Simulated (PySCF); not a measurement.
Isomers of C3H13NSi3. Level of theory: PBE0-D3(BJ)/def2-SVP geometry optimisation, gas phase (PySCF). Energies are electronic, without zero-point or thermal terms, for one conformer each. No frequencies were run at this level. Point groups hold within 0.08 Å.

Question: Order them by energy at this level, lowest first, and give relative energies in kcal/mol.
A. `[SiH3:1][CH2:2][Si@@H:3]1[CH2:4][CH2:5][SiH2:6][NH:7]1` with Si1–C2–Si3–C4 -61°, C2–Si3–C4–C5 -148°, Si3–C4–C5–Si6 36°, C4–C5–Si6–N7 -29°, C5–Si6–N7–Si3 10°
B. `[SiH3:1][N:2]([SiH3:3])[CH:4]1[CH2:5][SiH2:6][CH2:7]1` with Si1–N2–C4–C5 -38°, N2–C4–C5–Si6 152°, C4–C5–Si6–C7 -20°, C5–Si6–C7–C4 20°, N2–C4–C7–Si6 -153°

Answer: A (0.0), B (44.9).

As drawn, the lower has an N–H bond, which the higher lacks; the higher has a four-membered ring, which the lower lacks.

```tsv
SMILES	E (Eh)	E rel (kcal/mol)	dipole (D)	point group	A, B, C (MHz)
[SiH3]C[Si@@H]1CC[SiH2]N1	-1044.48131	0.0	0.77	C1	3530, 718.7, 643.0
[SiH3]N([SiH3])C1C[SiH2]C1	-1044.40972	44.9	0.61	C1	2325, 897.7, 734.9
```

How do the relative energies change in single points at PBE0/pcSseg-1 (no added dispersion term) on the same geometries?

| SMILES | PBE0-D3(BJ)/def2-SVP (kcal/mol) | PBE0/pcSseg-1 (kcal/mol) | shift |
| --- | --- | --- | --- |
| [SiH3]C[Si@@H]1CC[SiH2]N1 | 0.0 | 0.0 | 0.0 |
| [SiH3]N([SiH3])C1C[SiH2]C1 | 44.9 | 46.3 | +1.4 |

Each column counts from its own lowest isomer. The order is unchanged; the largest shift is 1.4 kcal/mol.
